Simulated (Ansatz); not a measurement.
`Oc1ccccn1`, 12 atoms. Total charge 0; spin multiplicity 1. All runs use 4 threads of a server CPU on a shared host. Correlated methods freeze the cores.

Task: How many basis functions does each run have, and how long does it take in Ansatz? RKS PBE0-D4/def2-SVP energy; RKS r2SCAN-D4/def2-TZVPP energy and forces; RKS PBE-QIDH (frozen core)/def2-TZVPP energy; RHF-CCSD(T)/def2-TZVPP energy; direct RPA on PBE orbitals/def2-TZVPP energy; RKS PBE0-D4/def2-QZVPP energy; RKS PBE0-D4/def2-TZVP relaxation (5 steps); RKS ωB97M-V/def2-QZVPP energy; RKS ωB97M-V/def2-SVP energy; RKS SPW92/def2-TZVPP energy; RKS B3LYP-D4/def2-TZVPP energy and forces; RHF-CCSD(T)/def2-SVP energy. (Estimate.)

Result: Ansatz gave: Other jobs shared the machine, so times are rough.

```json
{"level": "RKS PBE0-D4/def2-SVP", "job": "energy", "functions": "123", "wall time": "1.1 s", "peak host memory (GiB)": "0.28"}
{"level": "RKS SPW92/def2-TZVPP", "job": "energy", "functions": "287", "wall time": "1.4 s", "peak host memory (GiB)": "0.39"}
{"level": "RKS ωB97M-V/def2-SVP", "job": "energy", "functions": "123", "wall time": "4 s", "peak host memory (GiB)": "0.39"}
{"level": "RKS r2SCAN-D4/def2-TZVPP", "job": "energy and forces", "functions": "287", "wall time": "5 s", "peak host memory (GiB)": "0.42"}
{"level": "RKS B3LYP-D4/def2-TZVPP", "job": "energy and forces", "functions": "287", "wall time": "5.5 s", "peak host memory (GiB)": "0.91"}
{"level": "direct RPA on PBE orbitals/def2-TZVPP", "job": "energy", "functions": "287", "wall time": "6.5 s", "peak host memory (GiB)": "0.87"}
{"level": "RKS PBE-QIDH (frozen core)/def2-TZVPP", "job": "energy", "functions": "287", "wall time": "7.5 s", "peak host memory (GiB)": "0.92"}
{"level": "RKS PBE0-D4/def2-QZVPP", "job": "energy", "functions": "549", "wall time": "8 s", "peak host memory (GiB)": "2.1"}
{"level": "RHF-CCSD(T)/def2-SVP", "job": "energy", "functions": "123", "wall time": "11 s", "peak host memory (GiB)": "0.83"}
{"level": "RKS ωB97M-V/def2-QZVPP", "job": "energy", "functions": "549", "wall time": "19 s", "peak host memory (GiB)": "2.6"}
{"level": "RKS PBE0-D4/def2-TZVP", "job": "relaxation (5 steps)", "functions": "247", "wall time": "22 s", "peak host memory (GiB)": "0.75"}
{"level": "RHF-CCSD(T)/def2-TZVPP", "job": "energy", "functions": "287", "wall time": "14 min", "peak host memory (GiB)": "3.9"}
```

B3LYP here is the variant with VWN-RPA as its local correlation; programs differ in this.
